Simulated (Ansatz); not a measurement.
`CC(C)OB(F)S` and `CC(C)[O][Zn][Cl]` differ in one atom or group.

Ansatz, PBE0-D4/def2-TZVP geometries, multiplicity 1. Each molecule was computed in one conformer, which needn't be the lowest.

Scalar relativity is left out up to krypton.

```
                                          property  `CC(C)OB(F)S`
                HOMO energy (PBE0/def2-TZVPP) / eV          -7.61
    size of the dipole moment (PBE/def2-TZVPP) / D           2.40
                 HOMO energy (PBE/def2-TZVPP) / eV          -6.34
             HOMO–LUMO gap (B3LYP/def2-TZVPP) / eV           7.64
               HOMO–LUMO gap (PBE/def2-TZVPP) / eV           6.05
size of the dipole moment (ωB97M-V/def2-TZVPP) / D           2.43
```

Question: Give the same properties after the change, and the shifts. (Estimate.)

Answer: Computed: 
```csv
property,`CC(C)[O][Zn][Cl]`,shift
HOMO energy (PBE0/def2-TZVPP) / eV,-7.70,-0.09
size of the dipole moment (PBE/def2-TZVPP) / D,1.95,-0.45
HOMO energy (PBE/def2-TZVPP) / eV,-6.22,0.12
HOMO–LUMO gap (B3LYP/def2-TZVPP) / eV,6.07,-1.57
HOMO–LUMO gap (PBE/def2-TZVPP) / eV,4.23,-1.82
size of the dipole moment (ωB97M-V/def2-TZVPP) / D,1.90,-0.53
```

With PBE0 the HOMO falls by 0.09 eV and the LUMO falls by 1.68 eV, so the gap narrows by about 1.59 eV. PBE moves the HOMO by 0.12 eV and ωB97M-V by -0.30 eV. Dipoles are sizes alone; their direction can turn.

B3LYP here is the variant with VWN-RPA as its local correlation; programs differ in this.
